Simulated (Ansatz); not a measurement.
Start from `CC(C)(C)C[Si](C)(F)F` and change one atom or group to get `C=C(C)CC(C)(C)C`.

Ansatz, PBE0-D4/def2-TZVP geometries, multiplicity 1. Each molecule was computed in one conformer, which needn't be the lowest.

```json
{"property": "HOMO energy (PBE0/def2-TZVPP) / eV", "`CC(C)(C)C[Si](C)(F)F`": "-8.36"}
{"property": "HOMO–LUMO gap (PBE0/def2-TZVPP) / eV", "`CC(C)(C)C[Si](C)(F)F`": "9.08"}
{"property": "size of the dipole moment (B3LYP/def2-TZVPP) / D", "`CC(C)(C)C[Si](C)(F)F`": "2.17"}
{"property": "HOMO energy (PBE/def2-TZVPP) / eV", "`CC(C)(C)C[Si](C)(F)F`": "-7.01"}
{"property": "LUMO energy (PBE0/def2-TZVPP) / eV", "`CC(C)(C)C[Si](C)(F)F`": "0.72"}
{"property": "HOMO–LUMO gap (ωB97M-V/def2-TZVPP) / eV", "`CC(C)(C)C[Si](C)(F)F`": "12.72"}
```

(1) What does the change do to each property? (Estimate.)

## Answers

(1) The calculation gave: 
```json
{"property": "HOMO energy (PBE0/def2-TZVPP) / eV", "`C=C(C)CC(C)(C)C`": "-6.96", "shift": "1.40"}
{"property": "HOMO–LUMO gap (PBE0/def2-TZVPP) / eV", "`C=C(C)CC(C)(C)C`": "7.34", "shift": "-1.74"}
{"property": "size of the dipole moment (B3LYP/def2-TZVPP) / D", "`C=C(C)CC(C)(C)C`": "0.47", "shift": "-1.70"}
{"property": "HOMO energy (PBE/def2-TZVPP) / eV", "`C=C(C)CC(C)(C)C`": "-5.87", "shift": "1.14"}
{"property": "LUMO energy (PBE0/def2-TZVPP) / eV", "`C=C(C)CC(C)(C)C`": "0.38", "shift": "-0.34"}
{"property": "HOMO–LUMO gap (ωB97M-V/def2-TZVPP) / eV", "`C=C(C)CC(C)(C)C`": "11.48", "shift": "-1.24"}
```

With PBE0 the HOMO rises by 1.40 eV and the LUMO falls by 0.34 eV, so the gap narrows by about 1.74 eV. PBE moves the HOMO by 1.14 eV and ωB97M-V by 1.39 eV. Dipoles are sizes alone; their direction can turn.

B3LYP here is the variant with VWN-RPA as its local correlation; programs differ in this.
